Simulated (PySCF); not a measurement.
## Computed spin Hamiltonian

Species: H₅N₂OSi₂ (doublet state).
Z-matrix (Å and degrees, GFN2-xTB geometry), rows numbered from 1:
```
O 
Si  1  1.6213
N   2  1.7602  1  114.70
Si  3  1.7378  2   95.88  1   121.97
N   4  1.7381  3   84.21  2    -8.03
H   1  0.9613  2  119.70  3   -46.68
H   3  1.0032  2  130.50  1   -80.01
H   4  1.4588  3  112.26  2  -119.75
H   4  1.4588  3  115.30  2   107.28
H   5  1.0033  2  130.49  1    80.22
```

The hyperfine couplings belong to this conformer and change with its torsions.

As a line formula: `O[Si]1N[SiH2]N1` [radical].

Method used: UKS B3LYP, pcH-1 on H N O Si, non-relativistic, mean-field spin-orbit, GIAO (PySCF 2.14.0). The structure is a single GFN2-xTB conformer in the gas phase; no vibrational or solvent corrections. The geometry wasn't refined by DFT: couplings that depend on bond lengths, twists or pyramidal angles can differ widely from those at the functional's own minimum, by a factor of two or more for some ions and for spin on atoms past the first row. The SCF solution wasn't tested for stability.

- g1, g2, g3: 2.00064, 2.00159, 2.00174
- g_iso: 2.00132
- Form of g: close to axial: the two nearest values differ by 14 % of g3 − g1
- ⟨S²⟩: 0.7514 (exact 0.7500)
- α and β electrons: 28, 27
- HOMO–LUMO gap, α and β orbitals: 5.56, 4.11 eV
- Basis functions: 195

Isotropic coupling and dipolar principal values T1 to T3, in G (MHz turned into gauss with g_iso; 10 G = 1 mT):

| atom | isotope | a_iso | of which spin–orbit | T1 | T2 | T3 | Mulliken spin population |
| --- | --- | --- | --- | --- | --- | --- | --- |
| O1 | 17O | -50.3 | 0.0 | -3.6 | 1.5 | 2.2 | 0.01 |
| Si2 | 29Si | -324.3 | 0.3 | -45.2 | 22.2 | 23.0 | 0.78 |
| N3 | 14N | 4.9 | 0.0 | -1.9 | -1.8 | 3.6 | 0.08 |
| Si4 | 29Si | -1.1 | 0.0 | -1.0 | 0.5 | 0.5 | 0.01 |
| N5 | 14N | 4.9 | 0.0 | -1.9 | -1.8 | 3.6 | 0.08 |
| H6 | 1H | 20.2 | 0.0 | -1.3 | -0.8 | 2.1 | 0.04 |
| H7 | 1H | -2.3 | 0.0 | -2.8 | -1.1 | 3.9 | 0.00 |
| H8 | 1H | 15.2 | 0.0 | -0.5 | -0.3 | 0.7 | 0.03 |
| H9 | 1H | -1.0 | 0.0 | -0.5 | -0.4 | 0.9 | 0.00 |
| H10 | 1H | -2.3 | 0.0 | -2.8 | -1.1 | 3.9 | 0.00 |

The Mulliken spin populations are largest on Si2 (+0.78), N5 (+0.08) and N3 (+0.08). No atom but Si2 exceeds +0.15. The angles at Si2 add up to 312.4°, so it is pyramidal.

Axes: g1 points within 8° of the O1–Si2 bond.

Under fast tumbling the dipolar parts average out, and these isotropic splittings remain: 1 × 1H (H6, I = 1/2, 2 lines) with 2.02 mT, 2 × 1H (H8/H9, I = 1/2, 3 lines) with 0.71 mT, 2 × 14N (N3/N5, I = 1, 5 lines) with 0.49 mT and 2 × 1H (H7/H10, I = 1/2, 3 lines) with 0.23 mT.

Nuclei that the bonding pattern makes equivalent are averaged, as if the motion that swaps them (rotation, inversion, ring flip) were fast. The 1H value of +19.9 MHz is a mean of couplings from -2.7 to 42.6 MHz in this one geometry, not an average over conformers.

The 17O coupling of O1 (-141.0 MHz) shows only in satellite lines or after enrichment, since that isotope makes up about 0.038 % of natural oxygen.

The 29Si coupling of Si2 (-908.3 MHz) shows only in satellite lines or after enrichment, since that isotope makes up about 4.7 % of natural silicon.
